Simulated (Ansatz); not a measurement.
Total energies of CH5PSe (`C[Se]P`).

| atom | x (Å) | y (Å) | z (Å) |
| --- | --- | --- | --- |
| C1 | -0.705 | 1.225 | -0.362 |
| Se2 | -0.044 | 0.157 | 1.132 |
| P3 | 0.850 | -1.502 | -0.103 |
| H4 | -1.446 | 0.665 | -0.929 |
| H5 | 0.119 | 1.531 | -1.002 |
| H6 | -1.172 | 2.105 | 0.081 |
| H7 | 2.098 | -1.585 | 0.567 |
| H8 | 0.299 | -2.595 | 0.616 |

Charge 0, multiplicity 1. Correlated methods include outer-core shells of Se, which these sets cover unevenly. Scalar relativity is left out up to krypton. The structure was optimised at the PBE0-D4/def2-TZVP level. It is one conformer, not always the lowest. Basis def2-TZVPP, Ansatz.

RPA on PBE orbitals: Hartree–Fock energy of these orbitals -2781.34839 Eh, correlation -1.01524 Eh (frozen core).

| functional | kind | energy without D4 (Eh) | D4 term (kJ/mol) |
| --- | --- | --- | --- |
| LDA (SPW92) | LDA | -2778.96519 | – |
| PBE | GGA | -2783.47211 | -16.3 |
| revPBE | GGA | -2783.77809 | -47.8 |
| B3LYP | global hybrid, 20 % | -2784.11250 | -26.7 |
| r2SCANh | meta-GGA hybrid, 10 % | -2783.98080 | -4.0 |
| r2SCAN0 | meta-GGA hybrid, 25 % | -2783.97214 | -4.4 |
| CAM-B3LYP | range-separated hybrid | -2784.15464 | -14.0 |
| LC-ωPBE | long-range corrected hybrid | -2783.59447 | – |
| ωB97M-V | range-separated hybrid meta-GGA with VV10 | -2783.86132 | – |
| B2PLYP | double hybrid | -2783.50609 | – |

Problem. Give the same for BLYP, r2SCAN, B97M-V, PBE0, HSE06 (plane-wave form), BHLYP, ωB97X-V, PBE-QIDH. (An estimate is asked.)

Solution. The calculation gave: 
```tsv
functional	kind	energy without D4 (Eh)	D4 term (kJ/mol)
BLYP	GGA	-2784.05680	-36.1
r2SCAN	meta-GGA	-2783.98726	-3.7
B97M-V	meta-GGA with VV10	-2783.52639	–
PBE0	global hybrid, 25 % exact exchange	-2783.58753	-13.7
HSE06 (plane-wave form)	screened hybrid	-2783.58087	-12.9
BHLYP	global hybrid, 50 %	-2784.00733	-21.8
ωB97X-V	range-separated hybrid GGA with VV10	-2783.76417	–
PBE-QIDH	double hybrid	-2783.17815	–
```

B3LYP takes the VWN-RPA correlation (the form of Gaussian; ORCA's B3LYP/G). HSE06 is the plane-wave form, built on full-range PBE exchange. The double hybrids freeze the cores in their second-order part.

LC-ωPBE has ω = 0.4 bohr⁻¹.
